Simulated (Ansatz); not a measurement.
Consider the hydrogenolysis of the Si–C bond: `CC[SiH](Cl)Cl` + H₂ → `Cl[SiH2]Cl` + `CC`.

Computed with Ansatz on PBE0-D4/def2-TZVP structures; ΔE is electronic, products minus reactants. CCSD(T)/CBS is the MP2 limit (def2-TZVPP, def2-QZVPP) plus CCSD(T) − MP2 in def2-TZVPP, frozen cores. This one scheme is used for every species. DFT in def2-TZVPP. HSE06 is defined as in plane-wave codes. One conformer a species, not always the lowest.

`CC[SiH](Cl)Cl`:

Z-matrix (Å, degrees):
```
C
C 1 1.526
H 1 1.093 2 111.6
H 1 1.092 2 111.3 3 120.2
H 1 1.092 2 111.0 3 -119.8
Si 2 1.855 1 113.5 3 -58.8
H 2 1.095 1 111.1 3 179.5
H 2 1.096 1 111.0 3 61.4
Cl 6 2.051 2 109.9 1 -60.7
Cl 6 2.049 2 109.9 1 179.6
H 6 1.479 2 113.3 1 59.1
```

H₂:

Z-matrix (Å, degrees):
```
H
H 1 0.746
```

`Cl[SiH2]Cl`:

Cartesian coordinates in Å:
```
Cl 0.007 1.712 0.961
Si 0.119 -0.064 -0.038
Cl -1.755 -0.778 -0.411
H 0.830 -1.036 0.815
H 0.798 0.167 -1.327
```

`CC`:

```xyz
8

C    -0.440   -0.266    0.559
C     0.440    0.266   -0.559
H    -0.236   -1.321    0.759
H    -0.278    0.282    1.490
H    -1.500   -0.179    0.307
H     0.236    1.321   -0.759
H     0.278   -0.282   -1.490
H     1.500    0.179   -0.307
```

```
             level  ΔE (kJ/mol)
           BLYP-D4        -10.0
          BHLYP-D4        -18.3
               PBE        -17.9
             HSE06        -20.1
   CCSD/def2-TZVPP        -19.5
CCSD(T)/def2-TZVPP        -13.9
     HF/def2-QZVPP        -43.5
SCS-MP2/def2-QZVPP        -14.3
```

Problem. What does CCSD(T)/CBS give? (An estimate is asked.)

Solution. Ansatz gave: -11.2 kJ/mol. The listed levels differ from it by 1.2, -7.1, -6.7, -8.9, -8.3, -2.7, -32.3, -3.1 kJ/mol.

Largest T1 diagnostic among the species: 0.009.

The D4 term adds +15.4 kJ/mol with B3LYP and +8.6 kJ/mol with PBE0; it sums over pairs of atoms, weighted by their polarisabilities, and B3LYP, whose exchange is more repulsive, gets the larger term. From r2SCAN to r2SCAN0 (25 % exact exchange), in def2-TZVPP and without D4, ΔE moves by −3.2 kJ/mol. At CCSD(T), def2-SVP lies −12.2 kJ/mol from the extrapolated value and def2-TZVPP −2.6 kJ/mol.

B3LYP here is the variant with VWN-RPA as its local correlation; programs differ in this.
